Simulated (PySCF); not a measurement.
C4H5FSi, SMILES C#C/C=C\[SiH2]F.

Geometry optimised at ωB97X-D3(BJ)/def2-SVP. The structure was generated by enumeration; whether it is a known compound was not checked. One conformer was computed; it need not be the lowest.

Computed with ωB97X-D3(BJ)/def2-SVP run with PySCF 2.14.0.

Frequencies are harmonic and unscaled.

| mode | ν (cm⁻¹) | IR (km/mol) | Raman (Å⁴/amu) | depolarisation | moving atoms (share of kinetic energy) |
|---|---|---|---|---|---|
| 1 | 57 | 1.5 | 3.5 | 0.75 | F 36 %, Si 31 %, H 20 %, C 13 % |
| 2 | 86 | 0.2 | 5.1 | 0.63 | C 56 %, Si 15 %, F 15 %, H 13 % |
| 3 | 213 | 7.3 | 4.3 | 0.72 | F 37 %, Si 27 %, C 26 %, H 10 % |
| 4 | 240 | 2.3 | 3.7 | 0.75 | C 71 %, H 29 % |
| 5 | 318 | 5.0 | 7.8 | 0.74 | C 68 %, F 15 %, H 9 %, Si 8 % |
| 6 | 424 | 6.8 | 6.7 | 0.75 | H 50 %, C 49 % |
| 7 | 615 | 0.4 | 4.2 | 0.24 | C 76 %, H 12 %, Si 11 % |
| 8 | 661 | 69.9 | 9.4 | 0.75 | H 59 %, C 25 %, Si 14 % |
| 9 | 727 | 12.3 | 3.6 | 0.75 | H 77 %, C 23 % |
| 10 | 741 | 6.0 | 17.5 | 0.75 | H 92 % |
| 11 | 741 | 52.7 | 1.8 | 0.36 | H 71 %, C 26 % |
| 12 | 759 | 18.1 | 7.3 | 0.32 | C 65 %, H 17 %, Si 17 % |
| 13 | 769 | 92.7 | 6.1 | 0.75 | H 62 %, C 34 % |
| 14 | 870 | 21.8 | 4.8 | 0.74 | F 51 %, H 29 %, Si 20 % |
| 15 | 930 | 324.8 | 11.3 | 0.47 | H 63 %, Si 20 %, C 10 % |
| 16 | 957 | 47.6 | 4.9 | 0.71 | H 60 %, C 39 % |
| 17 | 985 | 125.3 | 4.9 | 0.67 | H 66 %, C 21 %, Si 11 % |
| 18 | 1028 | 0.1 | 1.8 | 0.75 | H 78 %, C 22 % |
| 19 | 1174 | 4.9 | 17.1 | 0.48 | H 89 %, C 11 % |
| 20 | 1370 | 11.6 | 3.9 | 0.67 | H 63 %, C 36 % |
| 21 | 1695 | 30.1 | 98.7 | 0.23 | C 95 % |
| 22 | 2256 | 1.5 | 281.9 | 0.26 | C 91 %, H 9 % |
| 23 | 2287 | 136.5 | 46.8 | 0.75 | H 96 % |
| 24 | 2287 | 55.9 | 155.8 | 0.09 | H 98 % |
| 25 | 3186 | 2.2 | 75.2 | 0.60 | H 92 % |
| 26 | 3205 | 1.4 | 182.6 | 0.20 | H 91 %, C 9 % |
| 27 | 3482 | 74.4 | 27.5 | 0.26 | H 85 %, C 15 % |
